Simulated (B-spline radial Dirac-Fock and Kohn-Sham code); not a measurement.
## Binding energies of Te³⁺ at several levels of theory

System: the Te³⁺ ion, configuration [Kr] 4d10 5s2 5p1.

The density-functional columns are spherical, spin-unpolarised Dirac-Kohn-Sham results without Breit or QED terms: −ε is minus the orbital energy of the initial state and ΔSCF the difference of two total energies. The reference in the last column comes from Dirac-Fock (average of configuration) total-energy differences with a finite nucleus, the Breit interaction including its frequency dependence, and self-energy and vacuum-polarisation corrections. All numbers are from a radial finite-basis atomic code, in eV; a selection of levels is shown. The Kohn-Sham columns are given as differences from the reference. For the 1s level of heavy atoms much of the gap between ΔSCF and the reference is the Breit and QED part, -109.1 eV here; for other levels the error of the functional can be larger.

| level | PBE −ε − DF | PBE ΔSCF − DF | LDA −ε − DF | LDA ΔSCF − DF | Dirac-Fock |
| --- | --- | --- | --- | --- | --- |
| K | -219.7 | +135.6 | -255.4 | +98.9 | 31855.7 |
| L1 | -112.3 | -48.2 | -116.7 | -52.3 | 4988.6 |
| L2 | -85.2 | -5.4 | -86.8 | -6.9 | 4656.0 |
| L3 | -88.8 | -14.1 | -90.0 | -15.2 | 4385.1 |
| M1 | -57.1 | -34.4 | -58.4 | -35.6 | 1052.5 |
| M2 | -45.9 | -22.4 | -46.3 | -22.7 | 915.6 |
| M3 | -45.4 | -22.8 | -45.7 | -23.0 | 864.0 |
| M4 | -28.3 | -3.2 | -27.9 | -2.8 | 625.2 |
| M5 | -28.6 | -3.8 | -28.2 | -3.4 | 614.8 |
| N1 | -25.0 | -13.8 | -25.2 | -14.1 | 220.1 |
| N2 | -19.2 | -8.4 | -19.3 | -8.4 | 171.1 |
| N3 | -19.2 | -8.6 | -19.3 | -8.7 | 161.4 |
| N4 | -8.7 | +1.0 | -8.6 | +1.1 | 81.92 |
| N5 | -8.8 | +0.9 | -8.6 | +1.0 | 80.46 |
| O1 | -3.4 | +2.2 | -3.0 | +2.7 | 46.12 |
| O2,3 | -4.4 | +0.5 | -4.0 | +0.9 | 36.04 |

Values without a named source are computed, but for edge energies of neutral atoms, which are taken from tables.
